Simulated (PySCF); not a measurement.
formamidinium (CH₅N₂), SMILES NC=[NH2+], charge +1. Coordinates come from a PBE0-D3(BJ)/def2-TZVP optimisation. The values are those of a single conformer.

The numbers are results of PBE0-D3(BJ)/def2-TZVP (PySCF 2.14.0), not measurements.

Harmonic wavenumbers (cm⁻¹): 520, 550, 610, 635, 728, 1038, 1087, 1137, 1387, 1425, 1616, 1694, 1795, 3217, 3568, 3584, 3688, 3689. Rotational constants (GHz): 60.20, 10.34, 8.823; symmetry number 2.

Work out the zero-point energy and the ideal-gas rigid-rotor harmonic-oscillator thermochemistry at 298.15 K and 1 atm.

ZPE = ½ Σ hcν = ½ × 31968 cm⁻¹ = 191.21 kJ/mol. H − E(el) = 203.49 kJ/mol. Entropy in J/(mol K): translation 156.24, rotation 84.60, vibration 10.48, total 251.32. G − E(el) = 128.56 kJ/mol. Cp = 59.58 J/(mol K).
